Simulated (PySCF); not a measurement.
Telling isomers of C₆H₁₁BO₂ apart by NMR

Fast rotation and ring inversion assumed for equivalent nuclei, in vacuum, a single conformation, no relativistic terms. PBE0/pcSseg-1 with gauge-including orbitals; PBE0-D3(BJ)/def2-SVP geometry; PySCF 2.14.0 with density-fitted response routines.

δ = σ(ref) − σ, references computed at the same level: 1H and 13C against TMS. Where no couplings were computed, multiplicities follow the n + 1 count of equivalent neighbours, and m marks all less simple cases (inequivalent or close neighbours, rings, F or P nearby). Couplings to H on boron are left out. Carbons bonded to boron are broad in practice. Shifts are as computed. Against solution values, carbons near 30 ppm lie about +2 ppm off and those near 130 ppm about +5 ppm. Of 1211 compounds with measured shifts, 218 miss one by over three times the rms of a fit or turn the order of signals round; such compounds aren't used in these exercises. OH and NH positions are gas-phase values without hydrogen bonding to other molecules.

(1) Tabulate the signals of `CC(C)C1=CO[BH2-][O+]=C1`, `CC(C)(C)C#CB(O)O` and their relative energies.

(2) What is the quickest way to tell CC(C)C1=CO[BH2-][O+]=C1 from CC(C)(C)C#CB(O)O?

Answers

(1) 
```tsv
SMILES	carbon types	δC	δH	E rel. (kcal/mol)
CC(C)C1=CO[BH2-][O+]=C1	1×C 3×CH 2×CH3	186.4, 126.3, 29.6, 26.2	7.72 (s, 2H), 3.75 (br, 2H), 1.96 (sept, 1H), 1.15 (d, 6H)	25.4
CC(C)(C)C#CB(O)O	3×C 3×CH3	115.9, 83.7, 32.5, 28.3	2.83 (br s, 2H), 1.21 (s, 9H)	0.0
```

Energies are electronic energies at PBE0/pcSseg-1 on these geometries, without zero-point or thermal terms, each for the one conformer computed, which needn't be the lowest.

(2) Both give the same number of carbon signals, but DEPT or the intensities differ. The first has an alkene carbon bearing oxygen (CH) at 186.4 ppm, the second a propargylic quaternary sp3 carbon (C) at 28.3 ppm. Their most deshielded carbons lie at 186.4 and 115.9 ppm. In the proton spectra the most deshielded non-exchanging signals are 7.72 (s, 2H) and 1.21 (s, 9H).
